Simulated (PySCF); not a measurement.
# Correlation energy of Ge⁺ (germanium, charge +1)

[Ar] 3d10 4s2 4p1, 2P determinant. Computed with PySCF 2.14 in cc-pVDZ-PP with ECP10MDF (4s3p2d, 23 functions), with a scalar-relativistic core potential. Frozen: 3s2 3p6 3d10; 3 electrons correlated.

MP2 pair energies summed by pair of shells (mhartree):

| pair | energy | share (%) |
| --- | --- | --- |
| 4s-4s | -18.28 | 59.3 |
| 4s-4p | -12.57 | 40.7 |

Total MP2 correlation energy: -30.85 mhartree.

Same-spin part -2.10 and opposite-spin part -28.74 mhartree; SCS-MP2 scales them by 1/3 and 6/5 to -35.19 mhartree.

| level | correlation energy (mhartree) |
| --- | --- |
| CCSD | -45.92 |
| (T) | -0.42 |
| CCSD(T) | -46.34 |

Diagnostics: T1 = 0.0088, D1 = 0.0216, largest double amplitude 0.096.

Cost of the coupled-cluster step: 0.07 s of wall time on 1 thread of Neoverse-V2 (shared host), for 3 correlated electrons.
